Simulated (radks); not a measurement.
The lithium anion Li-, [He] 2s2, held by a Watson sphere: a shell of charge +1.26 at radius R that stands for the Madelung well of a crystal (potential energy -1.26/R inside, -1.26/r outside, in hartree with lengths in bohr). All-electron calculation, scalar-relativistic Kohn-Sham, LDA (Slater exchange, VWN5 correlation), spin-polarised, spherical densities, finite nucleus; Fermi nuclear charge, rms radius of each element as measured or else 0.836 A^(1/3) + 0.57 fm. Program: a radial shooting solver on a logarithmic mesh with Libxc functionals. Response by self-consistent Sternheimer equations with the Hartree and adiabatic LDA kernel, the relativistic mass of each level held fixed and spin-orbit coupling left out. The sphere does not respond.

R (bohr)  e(1s) (eV)  e(2s) (eV)  <r> 2s (bohr)  sum of <r^2> (bohr^2)  X-ray form factor at sin(theta)/lambda = 0.3 1/angstrom  alpha (bohr^3)
2.08         -54.703      -6.550          3.054                  22.81                                                    1.457           69.12
2.3          -53.757      -6.381          3.137                  23.95                                                    1.460           74.42
2.59         -52.874      -6.145          3.253                  25.59                                                    1.465           82.73
2.76         -52.490      -6.004          3.322                  26.61                                                    1.469           88.24
3.23         -51.753      -5.615          3.513                  29.59                                                    1.479           105.8
3.42         -51.546      -5.462          3.590                  30.84                                                    1.482           113.8
3.59         -51.390      -5.328          3.657                  31.97                                                    1.485           121.4
3.85         -51.193      -5.130          3.758                  33.72                                                    1.488           133.8

Estimate the row for R = 2.18 bohr.

Answer. e(1s) (eV) -54.237; e(2s) (eV) -6.474; <r> 2s (bohr) 3.091; sum of <r^2> (bohr^2) 23.32; X-ray form factor at sin(theta)/lambda = 0.3 1/angstrom 1.458; alpha (bohr^3) 71.42.
